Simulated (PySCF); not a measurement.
# Reading the logs of faulty runs: BCGeH7Si

These are calculations, not measurements. They come from PySCF 2.14.0, an open-source quantum chemistry program, on an isolated molecule that a program drew, which may never have been made. The molecule is BCGeH7Si (charge 0, singlet), drawn as the SMILES string `B[CH]([SiH3])[GeH]`.

Each row is a Hartree-Fock (HF) and frozen-core CCSD(T) single point in the cc-pV(D+d)Z basis, meant for a local HF minimum. Run 1 is clean. Each other run has one planted mistake out of seven kinds, and not every kind appears here: one electron removed, one electron added, multiplicity raised by two, geometry at a saddle point, minimal basis STO-3G, one bond length entered in bohr, all coordinates scaled. The reference is restricted for singlets and unrestricted otherwise, and also for a bond in bohr. Adding or removing an electron swaps singlet and doublet. Electrons count all cores. HOMO and LUMO are orbital energies over both spins, the gradient is its largest component, and the lowest frequency (negative if imaginary) is given only where the gradient is small. Bond lengths are over the 10 bonds as drawn. T1 is the CCSD diagnostic: over 0.02 (restricted) or 0.045 (unrestricted) a single reference is doubtful. Germanium has the cc-pVDZ-PP basis, with a core potential (ECP10MDF) in place of its 10 inner electrons, and its 3s, 3p and 3d shells are frozen in CCSD(T).

Geometry of the clean run:
```xyz
11
BCGeH7Si, angstrom
B     0.7673   -0.7233    2.3469
C    -0.4379   -0.2442    1.5049
Si   -0.6408    1.6330    1.3765
Ge   -2.2123   -0.6267    2.4336
H     1.4260   -1.6693    2.0002
H     1.0509   -0.1795    3.3812
H    -0.5049   -0.7011    0.5154
H    -2.0665    1.9777    1.6975
H     0.2128    2.3661    2.3311
H    -0.3936    2.0957   -0.0062
H    -1.7902   -0.0072    3.8309
```

```
run  electrons  basis functions  <S^2>  HOMO (eV)  LUMO (eV)  gradient (hartree/bohr)  lowest frequency (cm^-1)  mean bond (Å)  longest bond (Å)      T1  HF (hartree)  CCSD(T) (hartree)                          mistake
  1         64              109  0.000      -9.01       0.55                  4.7e-06                        81         1.5018             2.039  0.0147    -648.89996         -649.39317                         no fault
  2         63              109  0.779     -16.46      -7.01                  4.0e-02                         -         1.5018             2.039  0.0210    -648.60686         -649.07117             one electron removed
  3         64              109  0.821      -8.99       0.34                  7.5e-03                         -         1.6330             2.789  0.0459    -648.78620         -649.26979  one bond length entered in bohr
  4         64              109  2.007      -7.50      -0.64                  3.0e-02                         -         1.5018             2.039  0.0167    -648.84685         -649.32118       multiplicity raised by two
  5         64              109  0.000      -9.01       0.49                  1.1e-02                         -         1.5258             2.071  0.0148    -648.89777         -649.39257                                ?
  6         65              109  0.763      -1.04       6.74                  3.2e-02                         -         1.5018             2.039  0.0216    -648.90796         -649.41533                                ?
```

**Which mistake was planted in run 5, and what did it cost?**

The mean and the longest bond both change by the same factor, 1.016, and the gradient is no longer small. So the mistake is: all coordinates scaled. Subtracting run 1 and multiplying by 627.51 kcal/mol a hartree, the energy moved by 1.4 kcal/mol in HF and 0.4 kcal/mol in CCSD(T).

**Which mistake was planted in run 6, and what did it cost?**

It counts 65 electrons, one more than the clean run, at the same geometry and basis. So the mistake is: one electron added. Subtracting run 1 and multiplying by 627.51 kcal/mol a hartree, the energy moved by -5.0 kcal/mol in HF and -13.9 kcal/mol in CCSD(T).

Cautions from the logs. Run 3: T1 is over the limit, so its CCSD(T) energy is less reliable.
